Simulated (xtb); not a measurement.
xtb input (GFN2-xTB):

```bash
xtb mol.xyz --gfn 2 --ohess tight --chrg 0 --uhf 0
```
mol.xyz:
```
14

Si     2.26206031     0.29809926    -0.00554737
C      0.44630718     0.04754559    -0.01308225
C     -0.42550567     1.11456823    -0.18168940
C     -1.84018277     0.88246928    -0.16860764
C     -2.29362365    -0.35411536    -0.01265570
N     -1.42481415    -1.41728674     0.12804936
C     -0.10170153    -1.15758195     0.17395601
H      2.93871355    -1.02420133     0.19026868
H      2.75200493     0.92326692    -1.30429981
H      2.72099902     1.19131031     1.09644491
H     -0.08197318     2.15103851    -0.30022950
H     -2.48329871     1.73681652    -0.24928934
H     -3.32069496    -0.59826078     0.00580100
H      0.51412255    -2.02858335     0.29827155
```

End of the output:

```
   ------------------------------------------------------------------------
Note: The following floating-point exceptions are signalling: IEEE_UNDERFLOW_FLAG IEEE_DENORMAL
normal termination of xtb

         :::::::::::::::::::::::::::::::::::::::::::::::::::::
         ::                  THERMODYNAMIC                  ::
         :::::::::::::::::::::::::::::::::::::::::::::::::::::
         :: total free energy         -18.833597715646 Eh   ::
         ::.................................................::
         :: total energy              -18.900939319524 Eh   ::
         :: zero point energy           0.099289894421 Eh   ::
         :: G(RRHO) w/o ZPVE           -0.031948290544 Eh   ::
         :: G(RRHO) contrib.            0.067341603877 Eh   ::
         :::::::::::::::::::::::::::::::::::::::::::::::::::::

optimized geometry written to: xtbopt.xyz

           -------------------------------------------------
          | TOTAL ENERGY              -18.900939319524 Eh   |
          | TOTAL ENTHALPY            -18.793302733296 Eh   |
          | TOTAL FREE ENERGY         -18.833597715646 Eh   |
          | GRADIENT NORM               0.000119767396 Eh/α |
          | HOMO-LUMO GAP               2.965332799254 eV   |
           -------------------------------------------------

------------------------------------------------------------------------
------------------------------------------------------------------------
 total:
 SCF:
 ANC optimizer:
 analytical hessian:
```
